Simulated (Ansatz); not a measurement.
`ClBB[SeH]` + `N[SiH](F)Cl` → `ClB[SeH]` + `N[SiH](F)BCl`  (redistribution)

Computed with Ansatz on PBE0-D4/def2-TZVP structures; ΔE is electronic, products minus reactants. CBS: MP2 limit from def2 TZ/QZ plus the TZ coupled-cluster correction, frozen cores. Functionals use def2-TZVPP. B3LYP here is the variant with VWN-RPA as its local correlation; programs differ in this. For Se outer-core shells are correlated without core-valence functions, which leaves a few kJ/mol of doubt a bond. Scalar relativity is left out up to krypton. One conformer a species, not always the lowest.

```
             level  ΔE (kJ/mol)  difference from CCSD(T)/CBS
          B3LYP-D4         40.2                         -1.9
           ωB97X-V         40.8                         -1.3
               PBE         34.4                         -7.7
              PBE0         39.9                         -2.2
             B3LYP         40.7                         -1.4
SCS-MP2/def2-TZVPP         40.7                         -1.4
CCSD(T)/def2-TZVPP         40.2                         -1.9
    MP2/def2-QZVPP         42.9                          0.8
      HF/CBS(def2)         51.9                          9.8
     MP2/CBS(def2)         43.3                          1.2
       CCSD(T)/CBS         42.1                            0
```

Largest T1 diagnostic among the species: 0.014.

In def2-TZVPP, CCSD(T) changes the Hartree–Fock value by −10.5 kJ/mol (the triples alone add −2.2 kJ/mol) and MP2 by −9.3 kJ/mol. From PBE to PBE0 (25 % exact exchange), in def2-TZVPP and without D4, ΔE moves by +5.6 kJ/mol.
